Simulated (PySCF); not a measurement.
# Relaxation of doublet TeS₂⁻

Method: UPBE in PySCF with Te def2-SVPD with ECP28, S def2-SVPD; scalar-relativistic core potentials, no spin–orbit coupling; density-fitted integrals. A (50,194) grid was used.

A hand-made end-on start, of Cs symmetry, held to at least that symmetry:

```xyz
3
charge -1 multiplicity 2, angstrom
Te   -0.2927    0.0000   -0.9803
S    -0.2927    0.0000    1.4814
S     1.4821    0.0000    2.5014
```

What does it relax to?

It ends at Cs with S–S 2.029 Å, Te–S 2.452 Å; S–S–Te 116.7° (after a last refinement on a finer grid). A frequency run shows a minimum.

How much energy is released, and in how many steps?

1.0 kJ/mol in 3 steps.

No spin–orbit coupling is included, which matters more the heavier the element.
